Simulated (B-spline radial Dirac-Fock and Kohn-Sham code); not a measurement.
X-ray form factors of selenium in several charge states

Model: Dirac-Fock densities. Program: a B-spline atomic structure program.

Configurations: Se [Ar] 3d10 4s2 4p4; Se⁺ [Ar] 3d10 4s2 4p3; Se²⁺ [Ar] 3d10 4s2 4p2; Se³⁺ [Ar] 3d10 4s2 4p1. The first column is f₀ of Se, the others are differences from it.

| s (Å⁻¹) | Se | Δ Se⁺ | Δ Se²⁺ | Δ Se³⁺ |
| --- | --- | --- | --- | --- |
| 0 | 34.000 | -1.000 | -2.000 | -3.000 |
| 0.1 | 31.443 | -0.479 | -1.065 | -1.722 |
| 0.2 | 26.956 | +0.004 | -0.063 | -0.204 |
| 0.3 | 23.287 | +0.055 | +0.119 | +0.178 |
| 0.4 | 20.329 | +0.017 | +0.052 | +0.106 |
| 0.5 | 17.684 | -0.002 | +0.003 | +0.019 |
| 0.7 | 13.144 | -0.004 | -0.011 | -0.020 |
| 0.9 | 9.926 | -0.001 | -0.003 | -0.008 |
| 1.1 | 7.951 | 0.000 | +0.001 | 0.000 |
| 1.4 | 6.395 | 0.000 | +0.001 | +0.001 |

Values without a named source are computed, but for edge energies of neutral atoms, which are taken from tables.
